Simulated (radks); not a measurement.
The barium ion Ba2+ inside a hard spherical wall (all orbitals vanish at R), configuration held at [Xe] and not refilled when levels cross. All-electron calculation, scalar-relativistic Kohn-Sham, LDA (Slater exchange, Perdew-Wang correlation), spin-polarised, spherical densities, point nucleus. Program: a radial shooting solver on a logarithmic mesh with Libxc functionals. Eigenvalues in eV for spin up, with the zero of energy where the potential of the charges vanishes at infinity; a dash marks a level that is unbound or too diffuse for the functional's potential to be trusted. A positive occupied level is held by the wall or, in an anion where self-interaction has pushed it up, behind a barrier. The pressure on the wall is -dE/dV.

R (bohr)  E (hartree)  kinetic (hartree)    e(4p)    e(4d)    e(5s)    e(5p)  e(5d, empty)  e(6s, empty)  pressure (GPa)
free       -8128.7340           8579.433  -193.23  -102.25  -46.225  -31.073       -13.021       -12.357               0
15         -8128.7340           8579.433  -193.23  -102.25  -46.225  -31.073       -13.021       -12.357        < 0.0001
7          -8128.7339           8579.435  -193.22  -102.25  -46.222  -31.070       -12.961       -11.997         0.00779
6          -8128.7332           8579.445  -193.19  -102.22  -46.198  -31.046       -12.768       -11.151           0.139
4          -8128.6189           8580.405  -191.26  -100.32  -44.734  -29.380        -8.740         1.133            39.6
3.5        -8128.3638           8582.085  -188.58  -97.709  -42.619  -26.832        -4.197        13.270             164
3          -8127.5565           8586.494  -182.91  -92.227  -37.626  -20.667         5.570        37.891             708
2.5        -8124.9456           8598.354  -171.51  -81.285  -25.070   -5.178        27.786        90.773            3370
2          -8115.7458           8634.322  -147.81  -58.282   11.566   38.498        83.954        216.09           19700
1.5        -8076.2195           8769.460  -88.578    3.579   147.08   189.60        253.62        569.99          167000
